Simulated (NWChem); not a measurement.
Molecule: C$_{5}$H$_{3}$Cl; SMILES C#CC(Cl)=C=C

Results from NWChem. Pople sets run with spherical d functions. Structure relaxed at the PBE-D3(BJ)/def2-SVP level.

Question: What does the run give for BP86/6-31G*? Quantities: highest occupied level (eV); orbital gap (eV); dipole (D).

Answer: 
```yaml
highest occupied level (eV): -5.85
orbital gap (eV): 3.72
dipole (D): 1.92
```
